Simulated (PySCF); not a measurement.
**Rhodium: a sound run and one with changed settings**

Sound run: Rh⁺ [Kr] 4d8, Rh²⁺ [Kr] 4d7. Computed with PySCF 2.14 in x2c-TZVPall (8s6p6d1f, 63 functions), with the spin-free X2C one-electron Hamiltonian (Gaussian nucleus). In the sound run the correlated levels freeze [Kr]. The sound run starts from symmetry-adapted Hartree-Fock orbitals and uses a fine grid where one is needed.

Changed run: initial guess minao, at most 50 SCF cycles.

| species | method | sound run (hartree) | changed run (hartree) | converged |
| --- | --- | --- | --- | --- |
| Rh⁺ | UHF | -4780.95532 | -4780.95532 | yes |
| Rh⁺ | BP86 | -4783.89007 | -4783.89007 | yes |
| Rh²⁺ | UHF | -4780.36136 | -4780.36136 | yes |
| Rh²⁺ | BP86 | -4783.20590 | -4783.20590 | yes |

Here the plain start reaches the same solutions.
